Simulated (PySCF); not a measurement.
A calculated (B97-3, PySCF 2.14, ANO-RCC-VQZP, scalar relativity by spin-free X2C-1e) atom or ion has these occupied shells.

```json
{"shell": "1s α", "electrons": "1", "orbital energy (eV)": "-342.22", "rms radius, mean of both spins (bohr)": "0.312"}
{"shell": "1s β", "electrons": "1", "orbital energy (eV)": "-341.08", "rms radius, mean of both spins (bohr)": "0.312"}
{"shell": "2s α", "electrons": "1", "orbital energy (eV)": "-59.542", "rms radius, mean of both spins (bohr)": "1.38"}
```

(1) Name the element and its charge.

Answers

(1) C³⁺ (carbon, charge +3), in [He] 2s1, 2S determinant.
